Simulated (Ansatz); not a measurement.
Cost and result for the atomization energy of `BC([SiH3])BCl` (12 atoms, 11 bonds).

```xyz
12

B     1.340    0.538   -0.391
C    -0.151    0.226   -0.630
Si   -0.028   -1.311    0.505
B    -1.134    1.190    0.038
Cl   -2.592    1.707   -0.790
H     2.158    0.286   -1.226
H     1.688    1.004    0.657
H    -0.417   -0.121   -1.630
H     1.409   -1.698    0.631
H    -0.759   -2.420   -0.151
H    -0.561   -1.037    1.858
H    -0.953    1.637    1.129
```

Charge 0, multiplicity 1. Geometry: relaxed with PBE0-D4/def2-TZVP. It is one conformer, not always the lowest. Program: Ansatz. All runs use 4 threads of an Arm Neoverse V1 on a shared host. Times are those of one run each, without the atoms' runs, and a repeat can differ threefold. Electronic energies, without spin–orbit coupling; frozen cores. CCSD(T)/CBS adds CCSD(T) − MP2 in def2-TZVPP to the MP2 limit, and its time is that of the two runs behind it. T1 = 0.012. B3LYP takes the VWN-RPA correlation (the form of Gaussian; ORCA's B3LYP/G).

CCSD(T)/CBS is a level of theory with its own doubt, some kJ/mol a heavy atom from the limit and from the frozen cores, so smaller differences don't rank the functionals.

```
                             level  functions  wall time  atomization (kcal/mol)  difference from CCSD(T)/CBS  per bond
   PBE-D4/def2-TZVPP (with forces)        275      3.8 s                  1008.0                         13.2       1.2
                PBE0-D4/def2-TZVPP        275      4.6 s                  1002.8                          8.0       0.7
r2SCAN-D4/def2-TZVPP (with forces)        275        7 s                  1007.1                         12.3       1.1
                 B2PLYP/def2-TZVPP        275      7.5 s                   988.4                         -6.4      -0.6
 B3LYP-D4/def2-TZVPP (with forces)        275      7.5 s                   999.6                          4.8       0.4
                ωB97X-V/def2-TZVPP        275       11 s                  1003.1                          8.3       0.8
  ωB97M-V/def2-TZVPP (with forces)        275       16 s                  1004.5                          9.7       0.9
                    MP2/def2-QZVPP        521       30 s                   998.4                          3.6       0.3
                CCSD(T)/def2-TZVPP        275    3.1 min                   973.9                        -20.9      -1.9
                 CCSD(T)/CBS(def2)          –    3.6 min                   994.8                          0.0       0.0
```

From PBE to PBE0 (25 % exact exchange), in def2-TZVPP and without D4, the atomization energy moves by −4.3 kcal/mol: exact exchange takes away binding that semilocal exchange gives to molecules. The D4 term adds +10.9 kcal/mol with B3LYP and +5.7 kcal/mol with PBE0; it sums over pairs of atoms, weighted by their polarisabilities, and B3LYP, whose exchange is more repulsive, gets the larger term. In def2-TZVPP, CCSD(T) changes the Hartree–Fock value by +192.8 kcal/mol (the triples alone add +11.5 kcal/mol) and MP2 by +205.1 kcal/mol; breaking electron pairs costs correlation energy, which Hartree–Fock lacks.
